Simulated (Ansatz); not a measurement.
Isolated molecules relaxed with PBE0-D4/def2-TZVP in Ansatz; ΔE leaves out vibrations. CCSD(T)/CBS adds triple-zeta CCSD(T) − MP2 to the extrapolated MP2 energy (def2 sets, frozen cores). This one scheme is used for every species. Each species was taken in one conformer, which may not be the lowest.

Consider the ligand exchange at the Al–O bond: `[OH][Al-]1([Cl])[O]C(C(F)(F)F)=CC(C(F)(F)F)=[O+]1` + HCl → `FC(F)(F)C1=CC(C(F)(F)F)=[O+][Al-]([Cl])([Cl])[O]1` + H₂O.

```tsv
level	ΔE (kJ/mol)
CCSD(T)/def2-SVP	-30.5
HF/CBS(def2)	-32.1
```

(1) What does CCSD(T)/CBS give? (Estimate.)

Largest T1 diagnostic among the species: 0.015.

Results:

(1) The calculation gave: -34.2 kJ/mol. The listed levels differ from it by 3.7, 2.1 kJ/mol.

From PBE to PBE0 (25 % exact exchange), in def2-TZVPP and without D4, ΔE moves by −3.2 kJ/mol. The D4 term adds −3.6 kJ/mol with B3LYP and −2.1 kJ/mol with PBE0; it sums over pairs of atoms, weighted by their polarisabilities, and B3LYP, whose exchange is more repulsive, gets the larger term. At CCSD(T), def2-SVP lies +3.6 kJ/mol from the extrapolated value and def2-TZVPP +5.5 kJ/mol.

B3LYP here is the variant with VWN-RPA as its local correlation; programs differ in this.
